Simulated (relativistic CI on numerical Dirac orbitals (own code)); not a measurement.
Re⁵⁰⁺: what numerical and physical settings do to a radial Dirac CI calculation

Reference input:

```
atom Re  Z=75  charge=50  electrons=25
nucleus A=187  rms_radius_fm=5.3698
hamiltonian dirac-coulomb  breit=on  qed=on  c_scale=1
orbitals kli  potential=per-configuration
slater_scale 1
correlation none
mixing on
grid step=0.0125 r_max=2.6
scf mixing=0.4 start=green max_iterations=150 tolerance=2e-08 node_fill=0.05
configurations
  [Ar] 3d7
  [Ne] 3s2 3p5 3d8
  [Ne] 3s2 3p4 3d9
end
```

Computed lowest total energy -14627.78677 Ha, first excitation 107423.0 cm⁻¹, 30 SCF steps. Runs with settings changed; * marks those that are bad on purpose (the QED terms keep the true α when c is scaled):

```tsv
Changed	Outcome	Lowest level	ΔE (Ha)	First excitation (cm⁻¹)	SCF steps	Message
start potential bare	converged	3p⁶3d⁷ ⁴F9/2	1.46e-11	107423.0	30	
QED terms off	converged	3p⁶3d⁷ ⁴F9/2	-12.2	107434.5	30	
nuclear radius 6.9807 fm, QED terms off	converged	3p⁶3d⁷ ⁴F9/2	-10.6	107435.0	30	
node fill of the KLI weights 0.5	converged	3p⁶3d⁷ ⁴F9/2	-0.0315	107133.2	30	
speed of light × 0.2 *	not converged				1	SCF of 1s2 2s2 2p6 3s2 3p6 3d7 stopped: an orbital could not be found
SCF mixing 1.3 *	converged	3p⁶3d⁷ ⁴F9/2	5.64e-11	107423.0	27
```
